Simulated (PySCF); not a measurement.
**What each rung costs, and what it gives**

Saddle point of SiH6Se, closed shell (H₂Se + SiH₄ → SiH₄Se ([SiH3][SeH]) + H₂; bonds formed: Si1–Se7, H2–H6; bonds broken: Si1–H2, H6–Se7), PBE0-D4/def2-TZVP structure:

```
8
angstrom
Si -0.1484 -0.3047 -0.7395
H -0.3100 -1.1576 0.7272
H 1.1418 -0.8568 -1.1962
H -1.2560 -1.2301 -1.1455
H -0.5719 0.9796 -1.3548
H 0.2073 -0.4246 1.0741
Se 1.1029 1.1901 1.1101
H -0.1658 1.8041 1.5247
```

Barriers are electronic and count from the start structure reached by relaxing down the imaginary mode.

Computed with PySCF 2.14 with density fitting (its default auxiliary sets; JK sets also for MP2 and CCSD(T)) (basis: as named in each row); correlated methods freeze the cores. Filled d shells of the heavier atoms are correlated. The def2 sets are not built for correlating such inner shells, so the correlated values are less sure here. B3LYP uses VWN-RPA correlation. Extrapolation: Hartree–Fock as exp(−7.88 √X), correlation as X^−2.97.

Times are rough, for one single point on 4 threads of a shared host (Arm Neoverse V2).

The estimate by CCSD(T) at an estimated basis limit (MP2 extrapolated from triple and quadruple zeta, plus CCSD(T) − MP2 in triple zeta) is 205.8 kJ/mol.

```tsv
method	basis	time (s)	barrier (kJ/mol)	method less estimate
HF	STO-3G	under 1	460.9	255.1
B3LYP-D4	6-31G	2	251.6	45.8
PBE0-D4	def2-SVP	3	192.7	-13.1
PBE-D4	def2-SVP	3	171.2	-34.6
MP2	def2-QZVPP	5	201.5	-4.3
SPW92	def2-TZVPP	5	139.1	-66.7
PBE0-D4	def2-TZVPP	7	183.0	-22.8
PBE-D4	def2-TZVPP	8	163.1	-42.7
B3LYP-D4	def2-TZVPP	8	200.6	-5.2
BHLYP-D4	def2-TZVPP	8	223.8	18.1
CCSD(T)	def2-SVP	9	244.8	39.0
r2SCAN-D4	def2-TZVPP	16	179.1	-26.7
wB97M-V	def2-TZVPP	120	209.2	3.4
CCSD(T)	def2-TZVPP	220	217.4	11.6
```

All methods are single points on the PBE0-D4 structures.

The T1 diagnostic stays at or below 0.013.

Labels in which every atom is bracketed show which atoms are joined, not bond orders.
